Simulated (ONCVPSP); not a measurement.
Ranking ONCV potentials for Tc (Z = 43)

All share these settings but for the change named:

Tc (Z = 43), optimised norm-conserving Vanderbilt (ONCV), made with ONCVPSP 4.0.1 (PBE, fully relativistic). Core [Ar] 3d10, reference 4s2 4p6 4d5 5s2. Waves: 4s+5s: rc 1.35 bohr, ncon 3, nbas 7, qcut 7.2 1/bohr, 3 projectors, debl 1.8 Ha; 4p: rc 1.50 bohr, ncon 5, nbas 8, qcut 10.3 1/bohr, 2 projectors, debl 2.9 Ha; 4d: rc 2.35 bohr, ncon 5, nbas 10, qcut 7.7 1/bohr, 2 projectors, debl 3 Ha. Local part: polynomial inside 0.90 bohr (lpopt 4, dvloc0 4 Ha). Core correction: Teter function fitted to the true core (icmod 2), fcfact 0.2.

Open shells are filled in proportion to 2j + 1.

Cutoff: the first of the cutoffs (Ha) at which the residual kinetic energy of the hardest occupied pseudo-wave falls to 1 and 0.1 mHa per electron; the density cutoff is not measured.

The base gives 37 Ha.

Of 6 variants that were run, those that failed, showed a ghost or another fault, or gave nearly equal values are left out.

A variant can come out equal or close to the base.

**Question.** Rank these variants from softest to hardest (loose cutoff).
A. all radii but the core radius scaled by about 1.15 (s 1.56, p 1.72, d 2.70 bohr); local potential polynomial inside 1.04 bohr (lpopt 4, dvloc0 4 Ha)
B. all radii but the core radius scaled by about 0.89 (s 1.20, p 1.34, d 2.10 bohr); local potential polynomial inside 0.80 bohr (lpopt 4, dvloc0 4 Ha)
C. all radii but the core radius scaled by about 1.32 (s 1.78, p 1.98, d 3.12 bohr); local potential polynomial inside 1.20 bohr (lpopt 4, dvloc0 4 Ha)

**Answer.** C (27 Ha), A (32 Ha), B (40 Ha).
